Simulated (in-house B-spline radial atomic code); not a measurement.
Configurations of Cl5+, with energies counted from [Ne] 3s2. Method: non-relativistic PBE, spin-polarised, spherical fractional occupations, point nucleus. Calculated with a B-spline radial code for spherical atoms. Shells without spins written out take the highest spin.

Occupations are held fixed; configurations that lie above the ionisation limit could autoionise.

```
                                 configuration  E - E(ref) (eV)  highest orbital  its <r> (bohr)
        [Ne] 3s(1 up, 0 down) 4d(1 up, 0 down)           61.802            4d up           3.085
                          [He] 2s2 2p5 3s2 3p1           210.57            3p up           1.305
                          [He] 2s1 2p6 3s2 3p1           267.59            3p up           1.309
                          [He] 2s1 2p6 3s2 3d1            288.8            3d up           1.353
[He] 2s(1 up, 0 down) 2p6 3s2 3d(0 up, 1 down)           289.26          3d down           1.367
                          [He] 2s1 2p6 3s2 4f1           324.74            4f up           2.788
```

(1) Order these further configurations by energy, lowest first.
A. [He] 2s1 2p6 3s2 4d1
B. [He] 2s2 2p5 3s2 4p1
C. [He] 2s2 2p(3 up, 2 down) 3s2 4d(0 up, 1 down)
D. [Ne] 3s1 4p1
E. [He] 2s2 2p5 3s2 4d1

(2) How far above the reference does [He] 2s2 2p(2 up, 3 down) 3s2 4p(1 up, 0 down) lie?

(3) How far above the reference does [He] 2s1 2p6 3s2 4p1 lie?

## Answers

(1) D (54.779 eV), B (257.01 eV), E (264.1 eV), C (264.24 eV), A (320.82 eV).

(2) 257.16 eV; its least bound orbital is 4p up with <r> = 2.761 bohr.

(3) 313.82 eV; its least bound orbital is 4p up with <r> = 2.757 bohr.
